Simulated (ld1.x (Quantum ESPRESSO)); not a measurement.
**Pseudopotential generation for Tm (Z = 69): PAW, PBEsol, scalar-relativistic.**

```
Element                 : thulium (Tm)
Generator               : ld1.x (Quantum ESPRESSO) 7.5
Type                    : PAW
Functional              : PBEsol
Relativity              : scalar-relativistic
Frozen core             : [Kr] 4d10
Valence charge          : 23
Reference configuration : 4f13 5s2 5p6 5d0 6s2 6p0
Partial waves           : 5s (bound): rcut 1.60, rcutus 2.10 bohr; 6s (bound): rcut 1.60, rcutus 2.10 bohr; 5p (bound): rcut 2.50, rcutus 2.90 bohr; 6p (bound, empty): rcut 2.50, rcutus 2.90 bohr; 5d (bound, empty): rcut 3.05, rcutus 3.25 bohr; 5d channel at 2.25 Ry: rcut 3.05, rcutus 3.25 bohr; 4f (bound): rcut 0.90, rcutus 1.20 bohr; 4f channel at 4.1 Ry: rcut 0.90, rcutus 1.20 bohr
Local potential         : all-electron potential smoothed inside 3.10 bohr (lloc = -1)
Core correction         : a·sin(br)/r model core inside 1.10 bohr
Augmentation charge     : BESSEL, radius 0.85 bohr
```

* Cutoffs needed: 140 Ry and 230 Ry (the cutoffs (Ry, on a coarse ladder) from which the occupation-weighted sum of valence levels, in a spherical-Bessel basis at the reference potential, stays within 10 and 1 mRy of its value at 400 Ry)
* Ghost test: no extra level below or beside the all-electron valence levels (s, p, d, f tested) (spherical-Bessel basis up to 400 Ry, 20 bohr box)
* Configuration tests: test run stopped at test 2 of 7 (negative rho)
* Lowest eigenvalue of the overlap operator: 0.08 (p channel)
